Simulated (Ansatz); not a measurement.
One change: `NC[SiH](Cl)I` becomes `ClC[SiH](Cl)I`.

Ansatz, PBE0-D4/def2-TZVP geometries, multiplicity 1. Each molecule was computed in one conformer, which needn't be the lowest.

Elements past krypton have def2 core potentials.

```json
{"property": "HOMO–LUMO gap (B3LYP/def2-TZVPP) / eV", "`NC[SiH](Cl)I`": "6.27"}
{"property": "HOMO–LUMO gap (PBE0/def2-TZVPP) / eV", "`NC[SiH](Cl)I`": "6.72"}
{"property": "size of the dipole moment (B3LYP/def2-TZVPP) / D", "`NC[SiH](Cl)I`": "2.90"}
{"property": "LUMO energy (PBE/def2-TZVPP) / eV", "`NC[SiH](Cl)I`": "-1.35"}
{"property": "zero-point energy (PBE0-D4/def2-TZVP) / kJ/mol", "`NC[SiH](Cl)I`": "174.1"}
{"property": "HOMO–LUMO gap (PBE/def2-TZVPP) / eV", "`NC[SiH](Cl)I`": "4.45"}
```

What does the change do to each property? (Best estimate.)

Computed: 
```
                                        property  `ClC[SiH](Cl)I`  shift
           HOMO–LUMO gap (B3LYP/def2-TZVPP) / eV             6.68   0.41
            HOMO–LUMO gap (PBE0/def2-TZVPP) / eV             7.16   0.44
size of the dipole moment (B3LYP/def2-TZVPP) / D             1.05  -1.85
               LUMO energy (PBE/def2-TZVPP) / eV            -1.62  -0.27
  zero-point energy (PBE0-D4/def2-TZVP) / kJ/mol            105.4  -68.7
             HOMO–LUMO gap (PBE/def2-TZVPP) / eV             5.13   0.68
```

With PBE0 the HOMO falls by 0.71 eV and the LUMO falls by 0.27 eV, so the gap widens by about 0.44 eV. PBE moves the HOMO by -0.96 eV and ωB97M-V by -0.55 eV. The zero-point energy changes by -68.7 kJ/mol with -6 modes. Dipoles are sizes alone; their direction can turn.

B3LYP here is the variant with VWN-RPA as its local correlation; programs differ in this.

Spin–orbit coupling is left out; it splits and shifts lone-pair levels of the heavy atoms by tenths of an eV.
